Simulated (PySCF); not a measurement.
Structure problem from calculated spectra and properties.

Formula: C7H5NO.

| Property | Result |
| --- | --- |
| Dipole | 4.56 D [B97-2/pcSseg-2] |
| 13C NMR | chemical shifts (computed TMS as zero) by class: 161.6 (1 C), 137.3 (2 C), 132.1 (1 C), 120.6 (2 C), 113.6 (1 C) ppm [GIAO B97-2/pcSseg-2] |
| NMR, other nuclei | isotropic shieldings of nuclei other than C and H, by class: 57 (1 N), 216 (1 O) ppm [GIAO B97-2/pcSseg-2] |
| Rotational structure | rotational constants A, B, C: 4.758, 1.128, 0.911 GHz [PBE0-D3(BJ)/def2-TZVP] |
| 1H NMR | chemical shifts (computed TMS as zero) by class: 7.72 (2 H), 7.61 (2 H), 7.53 (1 H) ppm [GIAO B97-2/pcSseg-2] |

The electronic properties come from PySCF, for the isolated species, density fitting. Levels stand in brackets. Geometry: PBE0-D3(BJ)/def2-TZVP, one conformer, isolated molecule. NMR classes are plain means over equivalent atoms (diastereotopic ones count apart unless rotation or inversion swaps them), as if these changed places fast.

Question: What is the compound? Reason from the data.

Answer: Numbering: `[N:1]#[C:2][O:3][c:4]1[cH:5][cH:6][cH:7][cH:8][cH:9]1`. Its formula, C7H5NO, gives 6 degrees of unsaturation: 1 ring and 5 π bonds in the structure found (Kekulé form). 7 carbons fall into 5 classes; from least to most shielded: aromatic carbon bearing oxygen [C4] (161.6 ppm), aromatic CH carbon [C6/C8] (137.3 ppm, 2 C), aromatic CH carbon [C7] (132.1 ppm), aromatic CH carbon [C5/C9] (120.6 ppm, 2 C, up to 2.6 ppm apart in this geometry), cyano carbon [C2] (113.6 ppm). Hydrogen classes from least to most shielded: 2 H on the meta carbons, C6/C8 (7.72 ppm), 2 H on the ortho carbons, C5/C9 (7.61 ppm, a mean of values up to 0.6 ppm apart in this geometry), 1 H on the para carbon, C7 (7.53 ppm). The other shieldings belong to: 57 ppm, cyano nitrogen [N1]; 216 ppm, oxygen bonded to 2 C [O3]. The optimised geometry has point group Cs and is an asymmetric top. Structure: `c1ccc(cc1)OC#N`. Computed isomers that give other values at the same levels: `N#Cc1ccccc1O` (13C chemical shifts (computed TMS as zero) by class: 169.1 (1 C), 141.8 (1 C), 139.8 (1 C), 125.4 (1 C), 122.5 (1 C), 121.3 (1 C), 103.3 (1 C) ppm); `N#Cc1cccc(O)c1` (13C chemical shifts (computed TMS as zero) by class: 164.8 (1 C), 137.7 (1 C), 131.5 (1 C), 125.1 (1 C), 125.1 (1 C), 122.9 (1 C), 121.2 (1 C) ppm). The assignments are read from this structure; whether some other isomer fits the data as well wasn't checked.

Shape of the structure used: `[N:1]#[C:2][O:3][c:4]1[cH:5][cH:6][cH:7][cH:8][cH:9]1`: C2–O3–C4–C5 180°.
